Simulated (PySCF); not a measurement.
Zn(SH)(SMe) (CH4S2Zn), SMILES [SH][Zn][S]C. Atoms are numbered in the order given.

```xyz
8

Zn    -0.1758     0.2036     0.2588
S     -1.6661     1.7833     0.4114
H     -2.6895     0.8991     0.4451
S      1.3189    -1.3656     0.1075
C      1.4833    -1.5035    -1.7097
H      0.5437    -1.8078    -2.1914
H      2.2303    -2.2878    -1.8960
H      1.8466    -0.5725    -2.1666
```

The structure is a stationary point at PBE0-D3(BJ)/def2-SVP. The structure was generated by enumeration; whether it is a known compound was not checked. One conformer was computed; it need not be the lowest.

Two levels are set side by side: PBE/pcSseg-1 (PySCF) and PBE0/pcSseg-1 (PySCF). GIAO shifts against H2S (³³S), TMS (¹H), TMS (¹³C) at the same level; non-relativistic, no solvent, atoms listed together averaged. Differences are taken from unrounded values.

```
quantity             PBE0    PBE  PBE minus PBE0
------------------  -----  -----  --------------
δ(³³S) of S2 (ppm)  -68.3  -36.9            31.4
δ(¹H) of H3 (ppm)    0.10   0.17            0.07
δ(³³S) of S4 (ppm)   30.5   80.6            50.1
δ(¹³C) of C5 (ppm)   12.4   13.8             1.3
```

Rough cost on one machine, each run with all the roots and properties that it gave: PBE0 against PBE within a factor of 2.
